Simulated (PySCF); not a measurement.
## How the method moves the HOMO and LUMO of `BCC=C`

Compound: C3H7B.
Geometry (PBE0-D3(BJ)/def2-SVP, Å), atoms numbered from 1 in this order:
```
atom  x, y, z in Å
B1    -1.815    0.398    0.175
C2    -0.586   -0.275   -0.499
C3     0.694   -0.341    0.264
C4     1.889    0.029   -0.199
H5    -1.880    0.502    1.380
H6    -2.765    0.735   -0.494
H7    -0.438    0.026   -1.549
H8    -1.033   -1.302   -0.568
H9     0.617   -0.701    1.298
H10    2.017    0.401   -1.222
H11    2.784   -0.022    0.426
```

Basis pcSseg-2 throughout (PySCF), one geometry. The structure is a single PBE0-D3(BJ)/def2-SVP conformer in the gas phase; no vibrational or solvent corrections.

**Question.** How do the orbital energies, the gap and the dipole change with the method?

**Answer.** 
```
   method                    kind  HOMO (eV)  LUMO (eV)  gap (eV)  μ (D)  SCF cycles
     BLYP                     GGA      -6.01      -2.23      3.78   0.54          14
    B97-D                     GGA      -6.09      -2.14      3.95   0.53          14
     OPBE                     GGA      -6.13      -2.16      3.97   0.57          14
      KT2                     GGA      -6.15      -2.35      3.80   0.52          14
      KT3                     GGA      -6.16      -2.26      3.90   0.51          14
      PBE                     GGA      -6.17      -2.37      3.80   0.57          14
     BP86                     GGA      -6.25      -2.40      3.85   0.56          15
      LDA                     LDA      -6.33      -2.64      3.69   0.60          14
    B97-2           global hybrid      -7.00      -1.29      5.71   0.51          12
    B3LYP           global hybrid      -7.04      -1.57      5.47   0.50          12
     PBE0           global hybrid      -7.26      -1.32      5.94   0.52          13
 mPW1PW91           global hybrid      -7.27      -1.31      5.96   0.52          12
BHandHLYP           global hybrid      -8.20      -0.30      7.90   0.46          12
CAM-B3LYP  range-separated hybrid      -8.58      -0.25      8.33   0.49          12
  wB97X-D  range-separated hybrid      -9.10       0.59      9.69   0.50          12
       HF            Hartree–Fock      -9.62       1.95     11.57   0.41          10
  LC-wPBE  range-separated hybrid      -9.98       0.97     10.95   0.51          12
```

The HOMO spans 3.97 eV, from BLYP down to LC-wPBE, and the gap runs from 3.69 eV (LDA) to 11.57 eV (HF). Over the methods BLYP (0 %), B97-D (0 %), OPBE (0 %), KT2 (0 %), KT3 (0 %), PBE (0 %), BP86 (0 %), LDA (0 %), B97-2 (21 %), B3LYP (20 %), PBE0 (25 %), mPW1PW91 (25 %), BHandHLYP (50 %), HF (100 %), a straight line through the gap against the share of exact exchange rises by 0.78 eV for each 10 % (correlation coefficient 0.999). The dipole ranges from 0.41 D (HF) to 0.60 D (LDA). This basis has no diffuse functions.

The vertical ΔSCF ionisation energy at wB97X-D/def2-SVPD is 9.49 eV; −ε(HOMO) comes closest to it with HF (9.62 eV).
